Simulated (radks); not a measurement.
Values are calculated unless marked as measured or tabulated.
Species: Eu2+. Configuration: [Xe] 4f7.

Code: a radial shooting solver on a logarithmic mesh with Libxc functionals. Model: Dirac Kohn-Sham, PBE, spin-unpolarised, spherical densities, point nucleus; open shells are shared between the two j in proportion to 2j + 1.

Energy parts (eV):
| part | energy |
|---|---|
| total | -295285.03 |
| kinetic | 321119.01 |
| electron-nucleus | -723849.02 |
| Hartree | 114055.00 |
| exchange-correlation | -6610.03 |

Orbitals (lengths in bohr, moments of r in powers of bohr; <r^-3> diverges for s and p1/2):
orbital  occ.  eigenvalue (eV)      <r>      <r^4>  <r^-3>  small-component weight
1s1/2       2        -48335.50  0.02232  1.225e-06       -                5.50e-02
2s1/2       2        -7944.532  0.09458  0.0001954       -                1.21e-02
2p1/2       2        -7537.097  0.07907  0.0001212       -                1.22e-02
2p3/2       4        -6889.033  0.08580  0.0001578    9386                1.13e-02
3s1/2       2        -1758.598   0.2491   0.007642       -                3.82e-03
3p1/2       2        -1582.777   0.2388   0.006975       -                3.76e-03
3p3/2       4        -1450.663   0.2517   0.008496    1975                3.52e-03
3d3/2       4        -1146.690   0.2235   0.006202   330.6                3.40e-03
3d5/2       6        -1117.946   0.2276   0.006593   295.1                3.33e-03
4s1/2       2        -359.8522   0.5660     0.1906       -                1.20e-03
4p1/2       2        -291.9576   0.5792     0.2185       -                1.13e-03
4p3/2       4        -262.8213   0.6085     0.2661   436.4                1.05e-03
4d3/2       4        -151.1368   0.6483     0.3897   61.63                8.82e-04
4d5/2       6        -145.9111   0.6588     0.4157   54.26                8.59e-04
5s1/2       2         -58.1508    1.380      6.817       -                2.50e-04
5p1/2       2         -39.9462    1.553      11.59       -                1.96e-04
5p3/2       4         -36.1146    1.647      14.69   56.56                1.75e-04
4f5/2       3         -16.4809   0.9472      4.597   7.004                4.73e-04
4f7/2       4         -15.8606   0.9639      5.050   6.734                4.63e-04
6s1/2       0         -13.9590    3.515      273.9       -                4.28e-05
5d3/2       0         -13.7884    2.497      92.29   3.537                7.45e-05
5d5/2       0         -13.4964    2.545      99.20   3.068                7.16e-05

The highest occupied level is 4f7/2 at -15.861 eV. Summed over all electrons, <r^2> = 40.15 bohr^2, which gives a Langevin (diamagnetic) susceptibility term of -31.8 x 10^-6 cm^3/mol. For comparison, the ionisation energy in NIST's Atomic Spectra Database is 24.84 eV (semi-empirical). In exact Kohn-Sham theory the highest level is minus the ionisation energy, but local and semilocal functionals leave it too shallow, through self-interaction and a potential that decays too fast; potentials with the right tail come closer.

Beside tabulated values, note that spin-unpolarised runs miss the spin-polarisation part of the exchange energy of open shells.
